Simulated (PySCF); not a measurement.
dimethoxyethane (C₄H₁₀O₂), singlet, at a GFN2-xTB geometry. Base run: DF-B3LYP/def2-SVP (PySCF).

PySCF was given this input:
```python
from pyscf import gto, scf, dft

mol = gto.M(
    atom='''
C     2.723918    0.618494   -0.048285
O     1.467993    0.225281    0.437443
C     0.731716   -0.532983   -0.491397
C    -0.663293   -0.785087    0.068050
O    -1.495180    0.298432   -0.269233
C    -2.767254    0.216302    0.316410
H     3.344899   -0.251953   -0.298347
H     3.201048    1.187584    0.746764
H     2.627283    1.248033   -0.941650
H     1.240649   -1.491730   -0.681294
H     0.636639    0.009139   -1.443045
H    -1.074006   -1.718376   -0.349750
H    -0.590880   -0.890623    1.159924
H    -3.295946   -0.691060   -0.004537
H    -2.703255    0.215449    1.411701
H    -3.319462    1.093477   -0.014117
''',
    basis='def2-svp',
    charge=0,
    spin=0,
    verbose=4,
)

mf = dft.RKS(mol)
mf.xc = 'b3lyp'
mf = mf.density_fit(auxbasis='def2-universal-jkfit')
mf.kernel()
```

The base run was repeated with changes; each row names its change, and settings that it needs were set with it.

```tsv
change	ΔE vs base (µEh)	SCF cycles	outcome
base	0.0	9	converged
init_guess = 1e	0.0	15	converged
conv_tol = 1e-7	0.0	7	converged
solver = newton	0.0	-	converged
diis_space = 4	0.0	9	converged
init_guess = huckel	0.0	11	converged
solver = newton; init_guess = 1e	0.0	-	converged
diis = off; damp = 0.6 (with mf.diis_start_cycle = 200; with mf.max_cycle = 150)	0.0	19	converged
conv_tol = 1e-11	0.0	11	converged
DIIS = ADIIS	0.0	14	converged
init_guess = atom	0.0	10	converged
DIIS = EDIIS	-	50	not converged
conv_tol = 1e-4	0.0	6	converged
```
